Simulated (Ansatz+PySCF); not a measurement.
Results of a calculation; reference values are marked as such.
# Several solutions for doublet H₃

```json
{"atom": "H", "x (Å)": "0.0000", "y (Å)": "0.0000", "z (Å)": "0.0000"}
{"atom": "H", "x (Å)": "0.0000", "y (Å)": "0.0000", "z (Å)": "2.0000"}
{"atom": "H", "x (Å)": "0.0000", "y (Å)": "0.0000", "z (Å)": "4.0000"}
```

Basis set: cc-pVDZ (spherical functions). Charge 0, multiplicity 2.

ROHF was run from several starts with Ansatz (development build ahead of 0.2.0) and PySCF 2.14.0.

```csv
run,program,start,converged,energy (hartree),<S²>
A,PySCF,"guess 1e, instabilities followed",yes,-1.42092,0.75
B,Ansatz,search for the lowest state,yes,-1.42092,0.75
C,PySCF,program defaults,yes,-1.39575,0.75
D,Ansatz,stability test followed,yes,-1.42092,0.75
E,Ansatz,"atomic start, no search",yes,-1.39575,0.75
F,PySCF,"guess huckel, instabilities followed",yes,-1.42092,0.75
G,PySCF,"guess minao, instabilities followed",yes,-1.42092,0.75
H,PySCF,"guess atom, instabilities followed",yes,-1.42092,0.75
```

(1) Which runs reached the lowest solution of this kind, and what is wrong with the others?

Answers

(1) A, B, D, F, G, H reached the lowest solution found. Converged but too high: C by 0.68 eV, E by 0.68 eV. Convergence only shows a stationary point, and even a stable one can lie too high; stability tests and further starts are what find lower ones. Caution: an unrestricted determinant lies well below (2.32 eV lower). Caution: the determinant breaks the point group.
